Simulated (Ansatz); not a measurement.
`N#[C][Sn]([F])([Cl])[Cl]` at its PBE0-D4/def2-TZVP geometry, where that method's forces vanish. Charge 0, multiplicity 1. Sn takes the def2 core potential.

```xyz
6

N    -1.2567    2.0728    1.2130
C    -0.7027    1.1983    0.7096
Sn    0.2655   -0.3920   -0.2225
F     2.0833   -0.2908    0.2839
Cl    0.1604   -0.2010   -2.4860
Cl   -0.5498   -2.3872    0.5021
```

**Question.** What forces (eV/Å) does ωB97M-V/def2-TZVPP give on these atoms in Ansatz 0.2.0? (Estimate.)

**Answer.** The calculation gave: 
```
N1   0.119 -0.190 -0.107
C2  -0.100  0.162  0.090
Sn3 -0.054 -0.008 -0.018
F4   0.015  0.001  0.004
Cl5  0.002 -0.006  0.048
Cl6  0.018  0.042 -0.017
```
